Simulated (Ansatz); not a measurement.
`[NH2][Cd][Cl]` + H₂S → `[NH2][Cd][SH]` + HCl at 400 K and 1 bar (ligand exchange at a Cd–Cl bond).

Gas-phase electronic energies from Ansatz, PBE0-D4/def2-TZVP geometries. CBS: MP2 limit from def2 TZ/QZ plus the TZ coupled-cluster correction, frozen cores. This one scheme is used for every species. def2 core potentials past Kr. For Cd outer-core shells are correlated without core-valence functions, which leaves a few kJ/mol of doubt a bond. One conformer a species, not always the lowest.

| species | CCSD(T)/CBS energy (Eh) | H − E (kJ/mol) | S (J/(mol·K)) |
| --- | --- | --- | --- |
| `[NH2][Cd][Cl]` | -683.44247 | 90.4 | 325.4 |
| H₂S | -398.97279 | 53.4 | 215.9 |
| `[NH2][Cd][SH]` | -622.02217 | 114.4 | 346.0 |
| HCl | -460.38127 | 29.6 | 195.4 |

H − E and S are ideal-gas, rigid-rotor, harmonic terms from PBE0-D4/def2-TZVP, for one conformer and one mirror image of each species. 1 Eh = 2625.50 kJ/mol, R = 8.31446 J/(mol·K).

Problem. By hand: ΔE, ΔH, ΔS and ΔG.

Solution. ΔE = (-622.02217) + (-460.38127) − (-683.44247) − (-398.97279) = 0.01182 Eh = 31.0 kJ/mol. Δ(H − E) = 114.4 + 29.6 − 90.4 − 53.4 = 0.2, so ΔH = 31.2 kJ/mol. ΔS = 346.0 + 195.4 − 325.4 − 215.9 = 0.1 J/(mol·K). ΔG = 31.2 − 400 × (0.1)/1000 = 31.2 kJ/mol.

Problem. By hand: the equilibrium constant, and the temperature at which ΔG would vanish if ΔH and ΔS stayed fixed.

Solution. log₁₀ K = −ΔG/(RT ln 10) = -4.1. ΔG = 0 at ΔH/ΔS = 312000 K, far beyond where these terms or the molecules hold.

The number of gas molecules stays the same, so ΔS is small and ΔH decides. A doubt of 5 kJ/mol in ΔE shifts log₁₀ K by 0.7 here. Other conformers and mirror images would add mixing entropy, several J/(mol·K) or more a flexible species. These are equilibria of isolated gas molecules and say nothing of rates. Largest T1 diagnostic: 0.014 (customary marks: 0.02 for closed shells, 0.045 for open ones).
